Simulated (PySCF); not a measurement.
Geometry (Å), atoms numbered from 1 in this order:
```xyz
13

O     0.2348    0.2862   -1.5381
C     0.0337    0.2726   -0.1724
O    -0.0141    1.5286    0.3975
C    -1.3198   -0.4575    0.0324
F    -1.5348   -0.7112    1.3186
F    -1.3994   -1.5916   -0.6422
F    -2.2986    0.3525   -0.3953
C     1.2117   -0.4511    0.5315
F     1.2378   -1.7398    0.2116
F     2.3560    0.1009    0.1035
F     1.1696   -0.3419    1.8483
H     1.0792    0.7185   -1.7121
H    -0.7510    2.0095    0.0028
```

Geometry: PBE0-D3(BJ)/def2-TZVP; GIAO shifts from PySCF 2.14.0 with density-fitted response routines, gas phase, non-relativistic, averaged over equivalent atoms.

At B97-2/pcSseg-2 (424 basis functions):
| atoms | δ (ppm) |
| --- | --- |
| O1/O3 | 83.8 |
| C4/C8 | 131.9 |
| C2 | 98.4 |
| F5/F6/F7/F9/F10/F11 | -93.8 |
| H12/H13 | 2.72 |

Scale: ¹⁷O (327.66 ppm) vs H2O; TMS for ¹³C (185.38 ppm), ¹H (31.64 ppm); CFCl3 for ¹⁹F (175.98 ppm) (reference shieldings calculated alike).

Question: What do these become at PBE0/pcSseg-2?

Answer: 
```tsv
atoms	δ at PBE0/pcSseg-2	change
O1/O3	85.5	+1.7
C4/C8	133.2	+1.3
C2	99.0	+0.6
F5/F6/F7/F9/F10/F11	-93.6	+0.2
H12/H13	2.72	+0.00
```

Scale: ¹⁷O (σref 329.54) vs H2O; ¹³C (σref 186.03) and ¹H (σref 31.52) against TMS; CFCl3 for ¹⁹F (σref 174.31) (reference shieldings calculated alike).

The largest change is at O1/O3 (alcohol oxygen). Cost: 424 basis functions.

Unscaled 19F shifts against computed CFCl3 carry errors that often reach 10 to 50 ppm. Experimental scales use liquid or dissolved standards, which lie at an offset from isolated H2O (liquid H2O: subtract about 36 ppm).
